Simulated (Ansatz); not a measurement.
`CN(C)c1ccc(C#Cc2ccc(C#Cc3ccc(C#Cc4ccc(C#Cc5ccc(C#Cc6ccc(C#CC#N)cc6)cc5)cc4)cc3)cc2)cc1` with charge +1. Charge 1, multiplicity 2. Geometry PBE-D4/def2-SVP, that of the neutral singlet; atoms count from 1.

```xyz
83

C   -17.557    1.598   -8.826
N   -16.558    2.646   -8.770
C   -16.822    3.930   -9.389
C   -15.357    2.422   -8.128
C   -14.354    3.433   -8.058
C   -13.144    3.202   -7.411
C   -12.856    1.956   -6.792
C   -11.622    1.728   -6.133
C   -10.546    1.531   -5.560
C    -9.309    1.311   -4.903
C    -9.053    0.095   -4.209
C    -7.839   -0.119   -3.562
C    -6.818    0.872   -3.580
C    -5.580    0.658   -2.922
C    -4.500    0.477   -2.351
C    -3.258    0.279   -1.696
C    -3.025   -0.878   -0.901
C    -1.806   -1.068   -0.256
C    -0.760   -0.112   -0.378
C     0.483   -0.302    0.278
C     1.567   -0.459    0.848
C     2.814   -0.630    1.502
C     3.881    0.284    1.281
C     5.106    0.120    1.922
C     5.320   -0.963    2.818
C     6.567   -1.124    3.475
C     7.653   -1.258    4.046
C     8.902   -1.404    4.701
C     9.078   -2.367    5.734
C    10.303   -2.505    6.380
C    11.411   -1.689    6.020
C    12.660   -1.828    6.678
C    13.747   -1.945    7.250
C    14.997   -2.077    7.908
C    15.140   -2.936    9.032
C    16.366   -3.064    9.680
C    17.501   -2.337    9.227
C    18.749   -2.467    9.885
C    19.838   -2.579   10.459
C    21.044   -2.703   11.095
N    22.084   -2.810   11.643
C    17.362   -1.479    8.102
C    16.135   -1.352    7.458
C    11.238   -0.729    4.985
C    10.011   -0.588    4.342
C     4.253   -1.877    3.040
C     3.030   -1.715    2.395
C    -0.991    1.043   -1.175
C    -2.211    1.235   -1.817
C    -7.072    2.088   -4.274
C    -8.287    2.303   -4.918
C   -13.856    0.950   -6.861
C   -15.069    1.171   -7.508
H   -18.443    1.964   -9.376
H   -17.184    0.689   -9.352
H   -17.893    1.283   -7.812
H   -16.085    4.170  -10.188
H   -17.826    3.915   -9.849
H   -16.799    4.764   -8.651
H   -14.523    4.415   -8.518
H   -12.389    4.001   -7.373
H    -9.833   -0.680   -4.188
H    -7.655   -1.063   -3.029
H    -3.826   -1.624   -0.800
H    -1.639   -1.965    0.357
H     3.726    1.127    0.593
H     5.923    0.833    1.743
H     8.227   -3.003    6.020
H    10.426   -3.250    7.179
H    14.266   -3.499    9.388
H    16.466   -3.729   10.550
H    18.236   -0.915    7.746
H    16.035   -0.686    6.588
H    12.088   -0.093    4.698
H     9.887    0.159    3.545
H     4.408   -2.719    3.729
H     2.213   -2.429    2.573
H    -0.190    1.789   -1.277
H    -2.379    2.133   -2.429
H    -6.291    2.863   -4.295
H    -8.471    3.247   -5.451
H   -13.663   -0.025   -6.392
H   -15.806    0.358   -7.533
```

Single mean-field runs in def2-SVP are fitted with def2-universal-jkfit.

**Question.** Estimate the Mulliken populations of the heavy atoms from the PBE0/def2-SVP orbitals of Ansatz.

**Answer.** 
```json
{"atom": "C1", "charge (e)": "0.04", "spin (α − β)": "-0.01"}
{"atom": "N2", "charge (e)": "-0.37", "spin (α − β)": "0.14"}
{"atom": "C3", "charge (e)": "0.04", "spin (α − β)": "-0.01"}
{"atom": "C4", "charge (e)": "0.22", "spin (α − β)": "0.02"}
{"atom": "C5", "charge (e)": "-0.07", "spin (α − β)": "0.04"}
{"atom": "C6", "charge (e)": "0.03", "spin (α − β)": "-0.01"}
{"atom": "C7", "charge (e)": "-0.08", "spin (α − β)": "0.10"}
{"atom": "C8", "charge (e)": "0.01", "spin (α − β)": "0.01"}
{"atom": "C9", "charge (e)": "0.02", "spin (α − β)": "0.08"}
{"atom": "C10", "charge (e)": "-0.07", "spin (α − β)": "0.03"}
{"atom": "C11", "charge (e)": "0.02", "spin (α − β)": "0.03"}
{"atom": "C12", "charge (e)": "0.02", "spin (α − β)": "-0.01"}
{"atom": "C13", "charge (e)": "-0.07", "spin (α − β)": "0.07"}
{"atom": "C14", "charge (e)": "0.01", "spin (α − β)": "0.01"}
{"atom": "C15", "charge (e)": "0.02", "spin (α − β)": "0.06"}
{"atom": "C16", "charge (e)": "-0.08", "spin (α − β)": "0.02"}
{"atom": "C17", "charge (e)": "0.02", "spin (α − β)": "0.02"}
{"atom": "C18", "charge (e)": "0.02", "spin (α − β)": "-0.01"}
{"atom": "C19", "charge (e)": "-0.07", "spin (α − β)": "0.05"}
{"atom": "C20", "charge (e)": "0.00", "spin (α − β)": "0.01"}
{"atom": "C21", "charge (e)": "0.02", "spin (α − β)": "0.05"}
{"atom": "C22", "charge (e)": "-0.08", "spin (α − β)": "0.02"}
{"atom": "C23", "charge (e)": "0.02", "spin (α − β)": "0.02"}
{"atom": "C24", "charge (e)": "0.02", "spin (α − β)": "-0.01"}
{"atom": "C25", "charge (e)": "-0.07", "spin (α − β)": "0.04"}
{"atom": "C26", "charge (e)": "0.00", "spin (α − β)": "0.00"}
{"atom": "C27", "charge (e)": "0.01", "spin (α − β)": "0.04"}
{"atom": "C28", "charge (e)": "-0.08", "spin (α − β)": "0.00"}
{"atom": "C29", "charge (e)": "0.02", "spin (α − β)": "0.02"}
{"atom": "C30", "charge (e)": "0.02", "spin (α − β)": "-0.01"}
{"atom": "C31", "charge (e)": "-0.07", "spin (α − β)": "0.04"}
{"atom": "C32", "charge (e)": "0.00", "spin (α − β)": "-0.01"}
{"atom": "C33", "charge (e)": "0.01", "spin (α − β)": "0.04"}
{"atom": "C34", "charge (e)": "-0.07", "spin (α − β)": "-0.01"}
{"atom": "C35", "charge (e)": "0.01", "spin (α − β)": "0.02"}
{"atom": "C36", "charge (e)": "0.03", "spin (α − β)": "-0.01"}
{"atom": "C37", "charge (e)": "-0.11", "spin (α − β)": "0.02"}
{"atom": "C38", "charge (e)": "-0.02", "spin (α − β)": "-0.01"}
{"atom": "C39", "charge (e)": "0.04", "spin (α − β)": "0.02"}
{"atom": "C40", "charge (e)": "-0.10", "spin (α − β)": "-0.01"}
{"atom": "N41", "charge (e)": "0.03", "spin (α − β)": "0.01"}
{"atom": "C42", "charge (e)": "0.03", "spin (α − β)": "-0.01"}
{"atom": "C43", "charge (e)": "0.01", "spin (α − β)": "0.02"}
{"atom": "C44", "charge (e)": "0.02", "spin (α − β)": "-0.01"}
{"atom": "C45", "charge (e)": "0.02", "spin (α − β)": "0.02"}
{"atom": "C46", "charge (e)": "0.02", "spin (α − β)": "-0.01"}
{"atom": "C47", "charge (e)": "0.02", "spin (α − β)": "0.02"}
{"atom": "C48", "charge (e)": "0.02", "spin (α − β)": "-0.01"}
{"atom": "C49", "charge (e)": "0.02", "spin (α − β)": "0.02"}
{"atom": "C50", "charge (e)": "0.02", "spin (α − β)": "-0.01"}
{"atom": "C51", "charge (e)": "0.02", "spin (α − β)": "0.03"}
{"atom": "C52", "charge (e)": "0.03", "spin (α − β)": "-0.01"}
{"atom": "C53", "charge (e)": "-0.07", "spin (α − β)": "0.04"}
```
Mulliken values depend strongly on the basis.

**Question.** Where does the spin sit?

**Answer.** Summed by element: C 0.82, N 0.15, H 0.03, of 1 unpaired in all. Largest on single atoms: N2 0.14, C7 0.10, C9 0.08.

**Question.** And the Mayer bond orders between heavy atoms (over 0.3, the first 40 of 58)?

**Answer.** C1–N2 0.97 (1.45 Å); N2–C3 0.97 (1.45 Å); N2–C4 1.21 (1.38 Å); C4–C5 1.24 (1.43 Å); C4–C53 1.24 (1.43 Å); C5–C6 1.48 (1.39 Å); C6–C7 1.27 (1.42 Å); C7–C8 1.12 (1.42 Å); C7–C52 1.27 (1.42 Å); C8–C9 2.47 (1.24 Å); C9–C10 1.10 (1.42 Å); C10–C11 1.28 (1.42 Å); C10–C51 1.28 (1.42 Å); C11–C12 1.45 (1.39 Å); C12–C13 1.28 (1.42 Å); C13–C14 1.09 (1.42 Å); C13–C50 1.28 (1.42 Å); C14–C15 2.50 (1.23 Å); C15–C16 1.09 (1.42 Å); C16–C17 1.29 (1.42 Å); C16–C49 1.29 (1.42 Å); C17–C18 1.44 (1.39 Å); C18–C19 1.29 (1.42 Å); C19–C20 1.08 (1.42 Å); C19–C48 1.29 (1.42 Å); C20–C21 2.52 (1.23 Å); C21–C22 1.08 (1.42 Å); C22–C23 1.29 (1.42 Å); C22–C47 1.29 (1.42 Å); C23–C24 1.43 (1.39 Å); C24–C25 1.30 (1.42 Å); C25–C26 1.07 (1.42 Å); C25–C46 1.30 (1.42 Å); C26–C27 2.53 (1.23 Å); C27–C28 1.07 (1.42 Å); C28–C29 1.30 (1.42 Å); C28–C45 1.30 (1.42 Å); C29–C30 1.43 (1.39 Å); C30–C31 1.31 (1.42 Å); C31–C32 1.06 (1.42 Å).
